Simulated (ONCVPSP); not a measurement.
# praseodymium: variants of one ONCV potential

Base potential:

* Element: Pr
* Generator: ONCVPSP 4.0.1
* Type: optimised norm-conserving Vanderbilt (ONCV)
* Functional: revPBE
* Relativity: fully relativistic
* Frozen core: [Kr] 4d10
* Valence charge: 13
* Reference configuration: 4f3 5s2 5p6 6s1 (charge +1)
* Partial waves: 5s+6s: rc 2.50 bohr, ncon 3, nbas 8, qcut 5.2 1/bohr, 2 projectors; 5p: rc 1.80 bohr, ncon 4, nbas 7, qcut 5.4 1/bohr, 2 projectors, debl 0.7 Ha; d scattering state at 0.1 Ha: rc 2.20 bohr, ncon 3, nbas 7, qcut 4.3 1/bohr, 2 projectors, debl 3.6 Ha; 4f: rc 1.50 bohr, ncon 4, nbas 8, qcut 10.8 1/bohr, 3 projectors, debl 2.3 Ha
* Local potential: polynomial inside 1.30 bohr (lpopt 5, dvloc0 -1 Ha)
* Core correction: none

Open shells are filled in proportion to 2j + 1.

In the p channel the program set the typed energies aside and used -0.972, 0.250 Ha (j = l + 1/2; the other j can differ). In the d channel the program set the typed energies aside and used 0.050, 3.650 Ha (j = l + 1/2; the other j can differ).

All-electron outer shells of the reference configuration (revPBE, scalar-relativistic, ld1.x):

```
shell  level (eV)  outermost node (bohr)  outermost maximum (bohr)
   5s      -44.86                   0.74                      1.35
   5p      -27.30                   0.79                      1.54
   6s       -7.96                   1.80                      3.61
   4f       -6.98                      –                      0.69
```

Cutoffs, loose and tight: the cutoffs (Ha) at which the residual kinetic energy of the hardest occupied pseudo-wave falls to 1 and 0.1 mHa per electron. They do not see the model core or the augmentation charge, which bear on the density cutoff. Test errors are all-electron minus pseudo excitation energies from the reference, over the configurations 4f3 5s2 5p6 6s2; 4f3 5s2 5p6 6s0; 4f2 5s2 5p6 6s0; 4f2 5s2 5p6 5d1 6s1. A dash means not determined; rows that change the core or the reference have their own tests.

A true bound ghost makes a file unfit for plane-wave use even where its test errors are small: the radial tests pick states by their node count and pass the ghost by.

| change | outcome | cutoff, loose | cutoff, tight | bound ghosts | GHOST(+) flags above zero | largest test error (meV) |
| --- | --- | --- | --- | --- | --- | --- |
| base | generated, projector energies reset by the program | 51 Ha | 57 Ha | s | p3/2, p1/2 | tests left out (the all-electron energies of this program are off by 10 to 40 meV for near-neutral 4f atoms) |
| all radii scaled by about 0.80 (s 2.00, p 1.44, d 1.76, f 1.20 bohr); local potential polynomial inside 1.04 bohr (lpopt 5, dvloc0 -1 Ha) | generated, projector energies reset by the program | 164 Ha | 198 Ha | s | p3/2, d5/2, f7/2, p1/2, d3/2, f5/2 | tests left out (the all-electron energies of this program are off by 10 to 40 meV for near-neutral 4f atoms) |
| all radii scaled by about 0.86 (s 2.14, p 1.54, d 1.90, f 1.28 bohr); local potential polynomial inside 1.12 bohr (lpopt 5, dvloc0 -1 Ha) | generated, projector energies reset by the program | 79 Ha | 165 Ha | s | p3/2, p1/2 | tests left out (the all-electron energies of this program are off by 10 to 40 meV for near-neutral 4f atoms) |
| all radii scaled by about 1.07 (s 2.68, p 1.94, d 2.36, f 1.62 bohr); local potential polynomial inside 1.40 bohr (lpopt 5, dvloc0 -1 Ha) | generated, projector energies reset by the program | 48 Ha | 53 Ha | s | p3/2 | tests left out (the all-electron energies of this program are off by 10 to 40 meV for near-neutral 4f atoms) |
| all radii scaled by about 1.23 (s 3.06, p 2.20, d 2.70, f 1.84 bohr); local potential polynomial inside 1.60 bohr (lpopt 5, dvloc0 -1 Ha) | generated, projector energies reset by the program | 43 Ha | 48 Ha | none | s, p3/2 | tests left out (the all-electron energies of this program are off by 10 to 40 meV for near-neutral 4f atoms) |
| all radii scaled by about 1.30 (s 3.24, p 2.34, d 2.86, f 1.94 bohr); local potential polynomial inside 1.68 bohr (lpopt 5, dvloc0 -1 Ha) | generated, projector energies reset by the program | 40 Ha | 45 Ha | none | s | tests left out (the all-electron energies of this program are off by 10 to 40 meV for near-neutral 4f atoms) |

(1) What comes out with this change to the base: all radii scaled by about 1.15 (s 2.86, p 2.06, d 2.52, f 1.72 bohr); local potential polynomial inside 1.48 bohr (lpopt 5, dvloc0 -1 Ha)?

(2) What comes out with this change to the base: all radii scaled by about 0.93 (s 2.32, p 1.68, d 2.04, f 1.40 bohr); local potential polynomial inside 1.20 bohr (lpopt 5, dvloc0 -1 Ha)?

Results:

(1) outcome: generated, projector energies reset by the program; cutoff, loose: 46 Ha; cutoff, tight: 51 Ha; bound ghosts: none; GHOST(+) flags above zero: s, p1/2; largest test error (meV): tests left out (the all-electron energies of this program are off by 10 to 40 meV for near-neutral 4f atoms).

(2) outcome: generated, projector energies reset by the program; cutoff, loose: 55 Ha; cutoff, tight: 100 Ha; bound ghosts: s; GHOST(+) flags above zero: p3/2, d5/2, p1/2, d3/2; largest test error (meV): tests left out (the all-electron energies of this program are off by 10 to 40 meV for near-neutral 4f atoms).

Reading the sweep of the scale of all radii (base = 1) (base included, trends over the rows without a ghost): Bound ghosts are found at 0.8, 0.86, 0.93, 1, 1.07.
